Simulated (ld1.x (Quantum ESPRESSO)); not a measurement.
**What one change does to a pseudopotential (Au, PAW)**

ld1.x (Quantum ESPRESSO) 7.5 input, shortened:

```
&input
   title='Au', zed=79., rel=0, dft='PBESOL', iswitch=3,
   config='[Xe] 4f14 5d10 6s0 6p1'
 /
 &inputp
   pseudotype=3, lpaw=.true., tm=.true., lloc=-1, rcloc=3.55,
   nlcc=.false.,
   which_augfun='BESSEL', rmatch_augfun=2.30
 /
6
6S  1  0   0.00   0.00  2.25  3.15  0.0
6S  1  0   0.00   2.05  2.25  3.15  0.0
6P  2  1   1.00   0.00  2.95  3.85  0.0
6P  2  1   0.00   0.45  2.95  3.85  0.0
5D  3  2  10.00   0.00  2.10  2.40  0.0
5D  3  2   0.00  -0.20  2.10  2.40  0.0
 &test
   configts(1)='5d10 6s0 6p1'
 /
```

Change: waves 6p (bound): rcut 2.95, rcutus 5.36 bohr; 6p channel at 0.45 Ry: rcut 2.95, rcutus 5.36 bohr.

Cutoffs: the cutoffs (Ry, on a coarse ladder) from which the occupation-weighted sum of valence levels, in a spherical-Bessel basis at the reference potential, stays within 10 and 1 mRy of its value at 400 Ry; they do not see the model core or the augmentation charge, which bear on the density cutoff. Errors are all-electron minus pseudo energies relative to the spin-unpolarised reference configuration.

What does the change do?

The potential gets neither clearly harder nor softer (18 Ry and 30 Ry → 18 Ry and 30 Ry); of the 6 tests that both files solve, the error grows in 1 and shrinks in 3 by more than 15 % and 0.3 meV (median size 45.5 → 22.4 meV); neither file shows a bound ghost at the reference potential, the only one tested.

| quantity | base | changed |
| --- | --- | --- |
| cutoff, loose | 18 Ry | 18 Ry |
| cutoff, tight | 30 Ry | 30 Ry |
| bound ghosts | none | none |
| tests counted (converged, no solver errors) | 6 of 7 | 6 of 7 |
| error for 5d10 6s1 6p0, meV [ΔE -3.51 eV] | -0.4 | +2.7 |
| error for 5d10 6s0 6p0, meV [ΔE 3.76 eV] | +1.5 | -1.3 |
| error for 5d9 6s0 6p0, meV [ΔE 25.63 eV] | -78 | -59 |
| error for 5d9 6s1 6p0, meV [ΔE 9.94 eV] | -50 | -29 |
| error for 5d8 6s0 6p0, meV [ΔE 60.44 eV] | -388 | -344 |
| error for 5d9 6s2 6p0, meV [ΔE 1.36 eV] | -41 | -15 |
| lowest overlap eigenvalue by channel | s 0.62, p 0.62, d 0.67 | s 0.62, p 0.06, d 0.67 |

Base: Tests not counted: 5d7 6s0 6p0 (solver errors, printed error -438 eV). Changed file: Tests not counted: 5d7 6s0 6p0 (solver errors, printed error -438 eV).
